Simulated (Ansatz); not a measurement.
`C[O][Al]([OH])[Br]`, charge 0, multiplicity 1.

Task: Give a relaxed structure at PBE0-D4/def2-TZVP (Ansatz). (Estimate.)

Result: The calculation gave: 
Cartesian coordinates in Å:
```
C -0.610 1.263 0.984
O -0.157 0.684 -0.206
Al 0.402 -0.816 -0.672
O 0.852 -1.054 -2.274
Br 0.546 -2.482 0.836
H -0.594 0.558 1.824
H 0.018 2.120 1.243
H -1.637 1.620 0.856
H 1.179 -1.893 -2.592
```
Point group Cs.
This is one stationary point; other conformers may exist.
